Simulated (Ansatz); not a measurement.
Reaction (hydrogenolysis of a B–F bond): `FB(F)[SiH3]` + H₂ → `FB[SiH3]` + H–F

Gas-phase electronic energies from Ansatz, PBE0-D4/def2-TZVP geometries. CCSD(T)/CBS adds triple-zeta CCSD(T) − MP2 to the extrapolated MP2 energy (def2 sets, frozen cores). This one scheme is used for every species. Functionals use def2-TZVPP.

| species | BHLYP-D4 energy (Eh) |
| --- | --- |
| `FB(F)[SiH3]` | -515.96888 |
| H₂ | -1.17009 |
| `FB[SiH3]` | -416.63023 |
| H–F | -100.45188 |

(1) Work out ΔE.

Largest T1 diagnostic among the species: 0.014.

Results:

(1) ΔE = (-416.63023) + (-100.45188) − (-515.96888) − (-1.17009) = 0.05686 Eh = +35.7 kcal/mol. CCSD(T)/CBS gives +34.1 kcal/mol.

At CCSD(T), def2-SVP lies +4.2 kcal/mol from the extrapolated value and def2-TZVPP +0.7 kcal/mol. Leaving LDA and LC-ωPBE aside and taking each functional with its dispersion term where it has one, the values, not all of them listed here, spread over 3.0 kcal/mol, from HSE06-D4 to r2SCAN-D4. LDA lies +2.1 kcal/mol from PBE without D4.
